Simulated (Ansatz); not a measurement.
Be2O3⁻, relaxed as a doublet with UKS r2SCAN-D4/def2-TZVPD in Ansatz, starting from the GFN2-xTB geometry. Force threshold 0.02 eV/Å.

The relaxation made no stability test and no search for a lower SCF solution. The structure comes from a short search, and lower isomers may exist.

Start:

Cartesian coordinates in Å:
```
Be 1.005 0.006 -1.022
Be -1.004 -0.008 1.023
O 1.983 0.017 -2.016
O -1.982 -0.011 2.016
O -0.001 -0.004 -0.001
```

Question: Estimate the energy that the relaxation releases and the steps that it takes.

Answer: 3.6 kJ/mol, in 4 steps; 35 s on 4 threads of Arm Neoverse V2 on a shared host. No frequencies were taken in this run, so the end may be a saddle point.

Question: Does the start keep its bonding and symmetry?

Answer: By distances, no bond broke or formed. The bond that changes most is Be2–O4, from 1.39 to 1.43 Å (atoms count from 1). Point group D∞h at the start, D∞h at the end, both within 0.05 Å.

Question: Predict the relaxed structure.

Answer: 
```csv
atom,x (Å),y (Å),z (Å)
Be1,1.007,0.006,-1.024
Be2,-1.007,-0.008,1.024
O3,2.008,0.016,-2.041
O4,-2.008,-0.011,2.042
O5,-0.001,-0.004,-0.001
```
Bond lengths (bridged metal pairs left out): 4 × Be–O 1.43 to 1.44 Å.
